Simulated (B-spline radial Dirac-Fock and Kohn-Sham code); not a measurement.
**Binding energies of Nb¹⁸⁺**

System: the Nb¹⁸⁺ ion, configuration [Ar] 3d5; nuclear rms radius 4.324 fm (A = 93).

The run's input, task.json:

```json
{"items": [{
  "Z": 41,
  "q": 18,
  "cfg": [[1, 0, 2], [2, 0, 2], [2, 1, 6], [3, 0, 2], [3, 1, 6], [3, 2, 5]],
  "A": 93,
  "rrms": 4.324,
  "do": ["binding"]
}]}
```

Command: `python xray_run.py task.json out`

Level of theory: ΔSCF Dirac-Fock with Breit, self-energy and vacuum polarisation, finite nucleus, configuration average; an atomic code on a B-spline grid. The model has no electron correlation. Energies are counted from the vacuum level.

All terms are in eV, carry their sign (relaxation lowers the binding energy) and add up to the binding energy; ⟨r⟩ is the mean radius of the orbital in the initial state.

```
  subshell  −ε (Koopmans)  relaxation   Breit     QED  binding energy  ⟨r⟩ (bohr)
    K (1s)        19700.5      -38.52  -33.91  -16.69         19611.4       0.036
   L1 (2s)         3336.5      -13.20   -2.99   -1.95          3318.4       0.157
L2 (2p1/2)         3103.8      -15.54   -4.95    0.19          3083.5       0.134
L3 (2p3/2)         3006.9      -14.97   -3.31   -0.01          2988.6       0.138
   M1 (3s)         1004.4       -1.88   -0.51   -0.40          1001.6       0.417
M2 (3p1/2)          913.7       -2.10   -0.85    0.03           910.8       0.408
M3 (3p3/2)          895.0       -1.98   -0.54   -0.01           892.5       0.416
 M4,5 (3d)          755.6       -2.56   -0.18    0.03           752.9       0.383
```

For the deepest level, K (1s), the Breit terms make up -0.173 % of the binding energy, QED -0.085 % and orbital relaxation -0.196 %.

Going to the tabulated ground configuration of the next ion removes an electron from M4,5 (3d), computed at 752.9 eV. NIST lists 758 ± 3 eV as the ionisation energy of this species (theoretical), +5.13 eV from the computed value. Where a p, d or f shell is open in either ion the computed value averages over both j values and all terms, while the table refers to the lowest levels; that difference holds spin-orbit splitting (largest in heavy or highly charged ions), term energies where several electrons share open shells, and correlation, and it can reach 10 % or more.
